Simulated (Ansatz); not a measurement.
Stepwise reaction of `[O]=[W](=[S])([Cl])[Cl]` with hydrogen fluoride, as a gas-phase model of exchange steps in deposition or etching. ΔE in kJ/mol; ΔG adds harmonic PBE0-D4 terms to CCSD(T)/CBS, at 1 bar.

Computed with Ansatz on PBE0-D4/def2-TZVP structures; ΔE is electronic, products minus reactants. CCSD(T)/CBS adds triple-zeta CCSD(T) − MP2 to the extrapolated MP2 energy (def2 sets, frozen cores). This one scheme is used for every species. Functionals use def2-TZVPP. B3LYP here is the variant with VWN-RPA as its local correlation; programs differ in this. def2 core potentials past Kr. For W outer-core shells are correlated without core-valence functions, which leaves a few kJ/mol of doubt a bond.

```tsv
step	reaction	PBE-D4	B3LYP-D4	ωB97M-V	CCSD(T)/CBS	ΔG(500 K)
2	`[O]=[W]([F])(=[S])[Cl]` + H–F → `[O]=[W]([F])([F])=[S]` + HCl	1.9	0.7	-1.8	13.3	7.2
```

(1) Give the row of step 1, `[O]=[W](=[S])([Cl])[Cl]` + H–F → `[O]=[W]([F])(=[S])[Cl]` + HCl. (An estimate is asked.)

(2) By hand: ΔE of the 2 steps together at CCSD(T)/CBS.

Results:

(1) The calculation gave: 
```
step                                                          reaction  PBE-D4  B3LYP-D4  ωB97M-V  CCSD(T)/CBS  ΔG(500 K)
   1  `[O]=[W](=[S])([Cl])[Cl]` + H–F → `[O]=[W]([F])(=[S])[Cl]` + HCl     3.1       2.2     -0.9         14.7        8.5
```

(2) (14.7) + (13.3) = 28.0 kJ/mol, or 14.0 kJ/mol a step.

In ΔE the steps differ by no more than 1.4 kJ/mol. All are uphill at CCSD(T)/CBS. ΔG lies between 7.2 and 8.5 kJ/mol a step. PBE-D4 differs from CCSD(T)/CBS by -11.6 to -11.4 kJ/mol a step. Isolated molecules leave out the surface, adducts and barriers. Largest T1 diagnostic: 0.023.
